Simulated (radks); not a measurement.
Problem. The mean radii <r> (bohr) of the occupied orbitals of an atom or ion are listed with their occupations. Calculated with a radial shooting solver on a logarithmic mesh with Libxc functionals: scalar-relativistic Kohn-Sham, PBEsol, spin-polarised, spherical densities, point nucleus.

orbital  occ.      <r>
1s up       1  0.04553
1s down     1  0.04553
2s up       1   0.2029
2s down     1   0.2024
2p up       3   0.1773
2p down     3   0.1768
3s up       1   0.5674
3s down     1   0.5709
3p up       3   0.5719
3p down     3   0.5767
3d up       5   0.5574
4s up       1    1.319
4s down     1    1.337

Name the element and its charge. Open shells, if any, are filled with parallel spins first.

Solution. Z = 33, arsenic, charge +8: As8+ in [Ar] 3d5 4s2. The 1s radius gives Z: for a bare nucleus <r> = (2 gamma + 1)/(2Z) with gamma = sqrt(1 - (Z/c)^2), 0.04456 bohr for Z = 33, and screening makes it slightly larger (0.04553 here). The occupations add up to 25, and the charge is Z minus that.
